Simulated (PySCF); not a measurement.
# Computed records: CH₆AlO, CH₆NOSi, CH₅BNSi, CH₄FSi and others

All values are calculated (PySCF 2.14.0). Calculation on a computer-drawn molecule: the log of a Hartree-Fock and frozen-core CCSD(T) single point meant for a local Hartree-Fock minimum, with one planted fault or none, to be diagnosed. Offsets are logged minus clean, where the clean run is the same molecule without the fault. The reference is restricted for singlets and unrestricted otherwise, and also for a bond in bohr or an excited solution. Adding or removing an electron swaps singlet and doublet. The excited solution moves the top pair (singlet) or top alpha electron (doublet) to the lowest empty orbital. Highest occupied and lowest empty are orbital energies over both spins, largest force is the largest gradient component, triples share is (T) over the correlation energy, the T1 limit is 0.02 restricted and 0.045 unrestricted, electrons count all cores, a negative frequency is imaginary (commonest isotopes), and the dipole is about the centre of nuclear charge.

Common to all runs: meant multiplicity 1; logged SCF converged yes; logged CC converged yes; logged SCF stable within its kind yes; possible faults no fault, one electron removed, one electron added, multiplicity raised by two, geometry at a saddle point, SCF held on an excited solution, minimal basis STO-3G, one bond length entered in bohr, all coordinates scaled.

(1) 
```xyz
9
formula=CH6AlO meant_charge=-1 meant_basis=aug-cc-pV(D+d)Z logged_electrons=34 logged_basis_functions=132 logged_spin_squared=0 logged_highest_occupied=-5.0942 logged_lowest_empty=3.3443 logged_largest_force=0.097152 logged_T1_diagnostic=0.011392 logged_D1_diagnostic=0.028491 logged_triples_share=0.02443 logged_dipole_magnitude=4.701 logged_energy_HF=-358.15515 logged_energy_CCSD(T)=-358.65538 planted_fault=all_coordinates_scaled,by_-7.4_% HF_energy_offset_from_clean_run=29.51 CCSD(T)_energy_offset_from_clean_run=36.41
C     -0.3825    -0.9828    -0.6361
O     -1.3417    -0.1726    -0.4442
Al    -1.1678     1.4497    -0.2073
H      0.1560    -0.7639    -1.4743
H      0.2781    -1.0024     0.1409
H     -0.7318    -1.9326    -0.7498
H     -2.5501     2.0397    -0.0241
H     -0.4694     2.0626    -1.4180
H     -0.3056     1.6876     1.0294
```

Units: logged_highest_occupied, logged_lowest_empty in eV; logged_largest_force in hartree/bohr; logged_dipole_magnitude in debye; logged_energy_HF, logged_energy_CCSD(T) in hartree; HF_energy_offset_from_clean_run, CCSD(T)_energy_offset_from_clean_run in kcal/mol.

Drawn bonds:
| atom | other atom | order |
| --- | --- | --- |
| 1 | 2 | 1 |
| 2 | 3 | 1 |
| 1 | 4 | 1 |
| 1 | 5 | 1 |
| 1 | 6 | 1 |
| 3 | 7 | 1 |
| 3 | 8 | 1 |
| 3 | 9 | 1 |

(2) 
```xyz
9
formula=CH6AlO meant_charge=-1 meant_basis=aug-cc-pV(D+d)Z logged_electrons=34 logged_basis_functions=25 logged_spin_squared=0 logged_highest_occupied=-0.96694 logged_lowest_empty=20.536 logged_largest_force=0.044529 logged_T1_diagnostic=0.0095226 logged_D1_diagnostic=0.026235 logged_triples_share=0.013775 logged_dipole_magnitude=3.9522 logged_energy_HF=-353.62197 logged_energy_CCSD(T)=-353.78386 planted_fault=minimal_basis_STO-3G HF_energy_offset_from_clean_run=2874 CCSD(T)_energy_offset_from_clean_run=3093
C     -0.4131    -1.0613    -0.6870
O     -1.4490    -0.1864    -0.4797
Al    -1.2612     1.5656    -0.2238
H      0.1685    -0.8250    -1.5921
H      0.3004    -1.0825     0.1521
H     -0.7902    -2.0870    -0.8098
H     -2.7539     2.2027    -0.0260
H     -0.5070     2.2275    -1.5313
H     -0.3301     1.8225     1.1117
```

Units: logged_highest_occupied, logged_lowest_empty in eV; logged_largest_force in hartree/bohr; logged_dipole_magnitude in debye; logged_energy_HF, logged_energy_CCSD(T) in hartree; HF_energy_offset_from_clean_run, CCSD(T)_energy_offset_from_clean_run in kcal/mol.

Drawn bonds:
| atom | other atom | order |
| --- | --- | --- |
| 1 | 2 | 1 |
| 2 | 3 | 1 |
| 1 | 4 | 1 |
| 1 | 5 | 1 |
| 1 | 6 | 1 |
| 3 | 7 | 1 |
| 3 | 8 | 1 |
| 3 | 9 | 1 |

(3) 
```xyz
10
formula=CH6NOSi meant_charge=1 meant_basis=cc-pV(D+d)Z logged_electrons=40 logged_basis_functions=30 logged_spin_squared=0 logged_highest_occupied=-15.707 logged_lowest_empty=0.29998 logged_largest_force=0.0415 logged_T1_diagnostic=0.01882 logged_D1_diagnostic=0.087859 logged_triples_share=0.029284 logged_dipole_magnitude=0.83892 logged_energy_HF=-453.96327 logged_energy_CCSD(T)=-454.1925 planted_fault=minimal_basis_STO-3G HF_energy_offset_from_clean_run=3456 CCSD(T)_energy_offset_from_clean_run=3709
C      0.2473     2.2538    -1.4220
Si    -1.4834     1.8681    -0.9942
N     -1.9928     1.6332     0.5362
O     -2.6313     1.7294    -2.0656
H      0.2944     3.2148    -1.9414
H      0.6422     1.4863    -2.0932
H      0.8689     2.3002    -0.5270
H     -2.9479     1.4203     0.7716
H     -1.3934     1.6849     1.3409
H     -2.5976     1.8169    -3.0102
```

Units: logged_highest_occupied, logged_lowest_empty in eV; logged_largest_force in hartree/bohr; logged_dipole_magnitude in debye; logged_energy_HF, logged_energy_CCSD(T) in hartree; HF_energy_offset_from_clean_run, CCSD(T)_energy_offset_from_clean_run in kcal/mol.

Drawn bonds:
| atom | other atom | order |
| --- | --- | --- |
| 1 | 2 | 1 |
| 2 | 3 | 1 |
| 2 | 4 | 1 |
| 1 | 5 | 1 |
| 1 | 6 | 1 |
| 1 | 7 | 1 |
| 3 | 8 | 1 |
| 3 | 9 | 1 |
| 4 | 10 | 1 |

(4) 
```xyz
10
formula=CH6NOSi meant_charge=1 meant_basis=cc-pV(D+d)Z logged_electrons=41 logged_basis_functions=95 logged_spin_squared=0.7693 logged_highest_occupied=-3.6986 logged_lowest_empty=3.5554 logged_largest_force=0.065722 logged_T1_diagnostic=0.011784 logged_D1_diagnostic=0.048506 logged_triples_share=0.024161 logged_dipole_magnitude=0.51988 logged_energy_HF=-459.57835 logged_energy_CCSD(T)=-460.22286 planted_fault=one_electron_added HF_energy_offset_from_clean_run=-67.96 CCSD(T)_energy_offset_from_clean_run=-75.31
C      0.2473     2.2538    -1.4220
Si    -1.4834     1.8681    -0.9942
N     -1.9928     1.6332     0.5362
O     -2.6313     1.7294    -2.0656
H      0.2944     3.2148    -1.9414
H      0.6422     1.4863    -2.0932
H      0.8689     2.3002    -0.5270
H     -2.9479     1.4203     0.7716
H     -1.3934     1.6849     1.3409
H     -2.5976     1.8169    -3.0102
```

Units: logged_highest_occupied, logged_lowest_empty in eV; logged_largest_force in hartree/bohr; logged_dipole_magnitude in debye; logged_energy_HF, logged_energy_CCSD(T) in hartree; HF_energy_offset_from_clean_run, CCSD(T)_energy_offset_from_clean_run in kcal/mol.

Drawn bonds:
| atom | other atom | order |
| --- | --- | --- |
| 1 | 2 | 1 |
| 2 | 3 | 1 |
| 2 | 4 | 1 |
| 1 | 5 | 1 |
| 1 | 6 | 1 |
| 1 | 7 | 1 |
| 3 | 8 | 1 |
| 3 | 9 | 1 |
| 4 | 10 | 1 |

(5) 
```xyz
9
formula=CH5BNSi meant_charge=1 meant_basis=cc-pV(D+d)Z logged_electrons=37 logged_basis_functions=90 logged_spin_squared=0.7735 logged_highest_occupied=-7.3729 logged_lowest_empty=1.7544 logged_largest_force=0.036233 logged_T1_diagnostic=0.015786 logged_D1_diagnostic=0.050255 logged_triples_share=0.033501 logged_dipole_magnitude=1.2263 logged_energy_HF=-408.82477 logged_energy_CCSD(T)=-409.35764 planted_fault=one_electron_added HF_energy_offset_from_clean_run=-151.7 CCSD(T)_energy_offset_from_clean_run=-156.9
C     -1.1887     0.3495    -0.1288
Si    -1.3832     1.0439     1.5520
B     -2.2152     2.7895     1.9291
N     -2.7301     3.8676     2.1514
H     -1.6858    -0.6270    -0.1665
H     -0.1226     0.1691    -0.3120
H     -1.5924     1.0027    -0.9014
H     -0.8930     0.2629     2.6892
H     -3.1496     4.7472     2.3390
```

Units: logged_highest_occupied, logged_lowest_empty in eV; logged_largest_force in hartree/bohr; logged_dipole_magnitude in debye; logged_energy_HF, logged_energy_CCSD(T) in hartree; HF_energy_offset_from_clean_run, CCSD(T)_energy_offset_from_clean_run in kcal/mol.

Drawn bonds:
| atom | other atom | order |
| --- | --- | --- |
| 1 | 2 | 1 |
| 2 | 3 | 1 |
| 3 | 4 | 2 |
| 1 | 5 | 1 |
| 1 | 6 | 1 |
| 1 | 7 | 1 |
| 2 | 8 | 1 |
| 4 | 9 | 1 |

(6) 
```xyz
7
formula=CH4FSi meant_charge=-1 meant_basis=aug-cc-pV(D+d)Z logged_electrons=34 logged_basis_functions=23 logged_spin_squared=0 logged_highest_occupied=2.9777 logged_lowest_empty=21.317 logged_largest_force=0.024205 logged_T1_diagnostic=0.0083593 logged_D1_diagnostic=0.02471 logged_triples_share=0.012452 logged_dipole_magnitude=1.2741 logged_energy_HF=-423.19305 logged_energy_CCSD(T)=-423.32165 planted_fault=minimal_basis_STO-3G HF_energy_offset_from_clean_run=3407 CCSD(T)_energy_offset_from_clean_run=3658
C     -0.5919     0.5387    -1.0239
Si     0.3944     1.6354    -2.3055
F      1.7636     0.6317    -2.4692
H     -0.6000    -0.5246    -1.2945
H     -1.6337     0.8829    -0.9695
H     -0.1687     0.6288    -0.0171
H     -0.3632     1.1471    -3.5638
```

Units: logged_highest_occupied, logged_lowest_empty in eV; logged_largest_force in hartree/bohr; logged_dipole_magnitude in debye; logged_energy_HF, logged_energy_CCSD(T) in hartree; HF_energy_offset_from_clean_run, CCSD(T)_energy_offset_from_clean_run in kcal/mol.

Drawn bonds:
| atom | other atom | order |
| --- | --- | --- |
| 1 | 2 | 1 |
| 2 | 3 | 1 |
| 1 | 4 | 1 |
| 1 | 5 | 1 |
| 1 | 6 | 1 |
| 2 | 7 | 1 |

Notes: highest electron not bound in this basis.

(7) 
```xyz
7
formula=CH5Si meant_charge=-1 meant_basis=aug-cc-pV(D+d)Z logged_electrons=26 logged_basis_functions=19 logged_spin_squared=0 logged_highest_occupied=3.1956 logged_lowest_empty=21.787 logged_largest_force=0.029168 logged_T1_diagnostic=0.0068129 logged_D1_diagnostic=0.016268 logged_triples_share=0.0050698 logged_dipole_magnitude=2.1145 logged_energy_HF=-325.69731 logged_energy_CCSD(T)=-325.81874 planted_fault=minimal_basis_STO-3G HF_energy_offset_from_clean_run=2497 CCSD(T)_energy_offset_from_clean_run=2631
C     -2.3848    -1.1302     1.1943
Si    -2.0797    -2.9801     0.5823
H     -2.0638    -0.4201     0.4223
H     -1.8630    -0.8705     2.1230
H     -3.4562    -0.9582     1.3551
H     -2.3560    -3.7102     1.9125
H     -0.5419    -3.0088     0.6970
```

Units: logged_highest_occupied, logged_lowest_empty in eV; logged_largest_force in hartree/bohr; logged_dipole_magnitude in debye; logged_energy_HF, logged_energy_CCSD(T) in hartree; HF_energy_offset_from_clean_run, CCSD(T)_energy_offset_from_clean_run in kcal/mol.

Drawn bonds:
| atom | other atom | order |
| --- | --- | --- |
| 1 | 2 | 1 |
| 1 | 3 | 1 |
| 1 | 4 | 1 |
| 1 | 5 | 1 |
| 2 | 6 | 1 |
| 2 | 7 | 1 |

Notes: highest electron not bound in this basis.

(8) 
```xyz
9
formula=CH5BOSi meant_charge=0 meant_basis=cc-pV(D+d)Z logged_electrons=38 logged_basis_functions=29 logged_spin_squared=0 logged_highest_occupied=-10.663 logged_lowest_empty=9.8431 logged_largest_force=0.029675 logged_T1_diagnostic=0.016253 logged_D1_diagnostic=0.0528 logged_triples_share=0.030913 logged_dipole_magnitude=2.3526 logged_energy_HF=-424.20982 logged_energy_CCSD(T)=-424.46806
C     -0.9955    -0.2719    -1.0760
Si     0.4290     0.4171    -2.0859
B      1.7492     1.3638    -0.8775
O      2.5175     1.9167    -0.1607
H     -1.5285     0.5272    -0.5555
H     -0.6373    -0.9870    -0.3318
H     -1.7045    -0.7857    -1.7299
H     -0.0360     1.4101    -3.0787
H      1.1729    -0.6553    -2.7819
```

Units: logged_highest_occupied, logged_lowest_empty in eV; logged_largest_force in hartree/bohr; logged_dipole_magnitude in debye; logged_energy_HF, logged_energy_CCSD(T) in hartree.

Drawn bonds:
| atom | other atom | order |
| --- | --- | --- |
| 1 | 2 | 1 |
| 2 | 3 | 1 |
| 3 | 4 | 2 |
| 1 | 5 | 1 |
| 1 | 6 | 1 |
| 1 | 7 | 1 |
| 2 | 8 | 1 |
| 2 | 9 | 1 |

To be estimated
1. CH₅BOSi (entry 8): planted fault?

## Answers
1. minimal basis STO-3G

Further results for CH₅BOSi (entry 8):

- HF energy offset from clean run: 3214 kcal/mol
- CCSD(T) energy offset from clean run: 3406 kcal/mol
